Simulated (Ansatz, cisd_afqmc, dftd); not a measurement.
Species: CH₅Ga, charge 0, singlet. CH5Ga (SMILES [CH3][GaH2]).
B3LYP-D3(BJ)/def2-TZVP minimum from Ansatz (a program for electronic structure):
```
C
H 1 1.0893
H 1 1.0914 2 109.27
H 1 1.0940 2 108.19 3 116.15
Ga 1 1.9794 2 112.43 4 120.37
H 5 1.5753 1 121.23 2 -14.04
H 5 1.5760 6 118.91 1 179.15
```

Quantity: atomisation energy (electronic, to ground-state atoms), in kcal/mol. UHF or UKS for unpaired electrons; spin-orbit terms are left out. Cores are frozen in correlated methods (noble-gas shells, and filled d and f shells in the p block). No relativity. AFQMC is phaseless with a CISD trial state; ± is one standard error, without the phaseless bias. Outlying blocks are dropped, and bars are widened where a walk drifts. Over all cases where full CI ran beside it in this data, AFQMC minus full CI had a median of +0.1 mEh and passed +0.4 mEh in a tenth of the cases. CBS(X,Y): correlation extrapolated as X^-3, Hartree-Fock from the larger set (Q,5: extrapolated as (X+1)exp(-9√X)). A bracket is a step between two methods taken in the basis named. Double hybrids freeze cores in their MP2 part. For partners of very few electrons the exact lower level stands in for a higher one.

```tsv
level	program	atomisation energy (kcal/mol)	difference against the last row
B3LYP/def2-TZVPD	Ansatz	494.8	-3.9
CAM-B3LYP-D4/def2-TZVPD	Ansatz + dftd4	501.9	3.2
wB97X-V/def2-TZVPD	Ansatz	502.4	3.7
B2PLYP-D4/def2-TZVPD	Ansatz + dftd4	492.2	-6.5
B2PLYP/def2-TZVPD	Ansatz	490.8	-7.9
MP2/CBS(cc-pVTZ,cc-pVQZ)	Ansatz	497.0	-1.7
CCSD(T)/cc-pVQZ	Ansatz	495.2	-3.5
CCSDT(Q)/cc-pVTZ	Ansatz	489.4	-9.3
AFQMC/CISD/cc-pVDZ	cisd_afqmc	465.1 ± 0.2	-33.6
CCSD(T)/CBS(cc-pVQZ,cc-pV5Z) + [CCSDT(Q) - CCSD(T)]/cc-pVTZ + [CCSDTQ - CCSDT(Q)]/cc-pVDZ	Ansatz	498.7	0.0
```
